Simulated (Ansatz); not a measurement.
Calculated with Ansatz (gas phase, PBE0-D4/def2-TZVP geometries, no zero-point term in ΔE). CCSD(T)/CBS is the MP2 limit (def2-TZVPP, def2-QZVPP) plus CCSD(T) − MP2 in def2-TZVPP, frozen cores. DFT in def2-TZVPP. For Ge outer-core shells are correlated without core-valence functions, which leaves a few kJ/mol of doubt a bond. Scalar relativity is left out up to krypton. One conformer a species, not always the lowest.

Reaction (redistribution): `[SiH3][SiH2][GeH3]` + `B[O][Al]([OH])[F]` → `BO[SiH2][GeH3]` + `[OH][Al]([F])[SiH3]`

```
             level  ΔE (kJ/mol)
           ωB97X-V         45.0
            r2SCAN         52.7
   CCSD/def2-TZVPP         50.1
CCSD(T)/def2-TZVPP         49.3
```

(1) What does CCSD(T)/CBS give? (An estimate is asked.)

Largest T1 diagnostic among the species: 0.013.

## Answers

(1) Computed: +48.3 kJ/mol. The listed levels differ from it by -3.3, 4.4, 1.8, 1.0 kJ/mol.

From PBE to PBE0 (25 % exact exchange), in def2-TZVPP and without D4, ΔE moves by +3.5 kJ/mol.
